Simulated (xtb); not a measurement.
C4H10Sb, charge +1, singlet, from a rough starting geometry; GFN2-xTB (xtb).

Input for xtb:
```
$ xtb mol.xyz --gfn 2 --chrg 1 --opt vtight --json

# file mol.xyz
15

Sb     1.53276100     0.35216851     0.27298197
C     -0.17388574    -0.39419777     1.46826789
C      0.05755405    -1.89562058     1.89349624
H     -1.07613184    -0.33777404     0.75964205
H     -0.30424321     0.28196366     2.19364143
H      0.90472408    -1.87690067     2.61044052
H      0.19690052    -2.53449155     1.06921433
H     -0.82146333    -2.15666243     2.48027185
C      0.48162739     0.44387633    -1.64796038
C     -0.32067563     1.78364642    -1.65008952
H     -0.11340614    -0.40172093    -1.70742813
H      1.22540733     0.42462921    -2.40919042
H      0.31823523     2.70069906    -1.71805651
H     -1.09034166     1.81123915    -0.97796304
H     -0.82625908     1.81602867    -2.67360596
```

The log (banner, timings and long lists left out):

```
   ID    Z sym.   atoms
    1   51 Sb     1
    2    6 C      2, 3, 9, 10
    3    1 H      4-8, 11-15

           -------------------------------------------------
          |                Calculation Setup                |
           -------------------------------------------------

           -------------------------------------------------
          |                 G F N 2 - x T B                 |
           -------------------------------------------------

          ...................................................
          :                      SETUP                      :
          :.................................................:
          :  # basis functions                  36          :
          :  # atomic orbitals                  35          :
          :  # shells                           21          :
          :  # electrons                        30          :
          :  max. iterations                   250          :
          :  Hamiltonian                  GFN2-xTB          :
          :  restarted?                      false          :
          :  GBSA solvation                  false          :
          :  PC potential                    false          :
          :  electronic temp.          300.0000000     K    :
          :  accuracy                    1.0000000          :
          :  -> integral cutoff          0.2500000E+02      :
          :  -> integral neglect         0.1000000E-07      :
          :  -> SCF convergence          0.1000000E-05 Eh   :
          :  -> wf. convergence          0.1000000E-03 e    :
          :  Broyden damping             0.4000000          :
          :  net charge                          1          :
          :  unpaired electrons                  0          :
          ...................................................

 iter      E             dE          RMSdq      gap      omega  full diag
   1    -15.6090460 -0.156090E+02  0.107E+01    1.45       0.0  T
   2    -15.6278063 -0.187602E-01  0.781E+00    1.29       1.0  T
   3    -15.6177261  0.100801E-01  0.258E+00    1.60       1.0  T
   4    -15.6253036 -0.757749E-02  0.135E+00    1.30       1.0  T
   5    -15.6297509 -0.444729E-02  0.187E-01    1.47       1.0  T
   6    -15.6296974  0.535353E-04  0.138E-01    1.44       1.0  T
   7    -15.6297696 -0.722098E-04  0.282E-02    1.46       1.0  T
   8    -15.6297696 -0.780862E-07  0.191E-02    1.46       1.4  T
[...]
 * total energy  :   -15.4305862 Eh     change       -0.1489439E-05 Eh
 * total energy  :   -15.4305873 Eh     change       -0.1047323E-05 Eh
 * total energy  :   -15.4305881 Eh     change       -0.8832218E-06 Eh
 * total energy  :   -15.4305884 Eh     change       -0.3068328E-06 Eh
 * total energy  :   -15.4305886 Eh     change       -0.1654834E-06 Eh
 * total energy  :   -15.4305888 Eh     change       -0.2047691E-06 Eh
 * total energy  :   -15.4305889 Eh     change       -0.1070367E-06 Eh
 * total energy  :   -15.4305891 Eh     change       -0.1608081E-06 Eh
 * total energy  :   -15.4305892 Eh     change       -0.1432430E-06 Eh
 * total energy  :   -15.4305894 Eh     change       -0.1393018E-06 Eh
 * total energy  :   -15.4305895 Eh     change       -0.1443080E-06 Eh
 * total energy  :   -15.4305896 Eh     change       -0.8471935E-07 Eh
   *** GEOMETRY OPTIMIZATION CONVERGED AFTER 116 ITERATIONS ***
         :: total energy             -15.430589591615 Eh    ::
[...]

 Mol. C6AA /au·bohr⁶  :       2689.684670
 Mol. C8AA /au·bohr⁸  :     122260.293085
 Mol. α(0) /au        :         86.829199

Wiberg/Mayer (AO) data.
largest (>0.10) Wiberg bond orders for each atom

 ---------------------------------------------------------------------------
     #   Z sym  total        # sym  WBO       # sym  WBO       # sym  WBO
 ---------------------------------------------------------------------------
     1  51 Sb   2.473 --     2 C    1.058     9 C    1.045
     2   6 C    3.977 --     1 Sb   1.058     3 C    1.030     5 H    0.930
                             4 H    0.930
     3   6 C    3.983 --     2 C    1.030     6 H    0.971     7 H    0.971
                             8 H    0.965
     4   1 H    0.988 --     2 C    0.930
     5   1 H    0.988 --     2 C    0.930
     6   1 H    0.994 --     3 C    0.971
     7   1 H    0.994 --     3 C    0.971
     8   1 H    0.990 --     3 C    0.965
     9   6 C    3.975 --     1 Sb   1.045    10 C    1.029    12 H    0.936
                            11 H    0.934
    10   6 C    3.983 --     9 C    1.029    13 H    0.968    14 H    0.968
                            15 H    0.960
    11   1 H    0.988 --     9 C    0.934
    12   1 H    0.988 --     9 C    0.936
    13   1 H    0.994 --    10 C    0.968
    14   1 H    0.994 --    10 C    0.968
    15   1 H    0.990 --    10 C    0.960
 ---------------------------------------------------------------------------

Topologies differ in total number of bonds
Writing topology from bond orders to xtbtopo.mol

molecular dipole:
                 x           y           z       tot (Debye)
 q only:        1.466      -0.184      -0.232
   full:        1.749      -0.221      -0.273       4.535
molecular quadrupole (traceless):
                xx          xy          yy          xz          yz          zz
 q only:        1.500      -0.801      -3.004      -1.868      -6.163       1.505
  q+dip:        2.797      -0.753      -3.380      -2.149      -5.226       0.582
   full:        0.705       0.165      -1.538      -1.699      -2.747       0.833

optimized geometry written to: xtbopt.xyz

           -------------------------------------------------
          | TOTAL ENERGY              -15.430589591615 Eh   |
          | GRADIENT NORM               0.000067221715 Eh/α |
          | HOMO-LUMO GAP               1.585143578810 eV   |
           -------------------------------------------------

normal termination of xtb
```
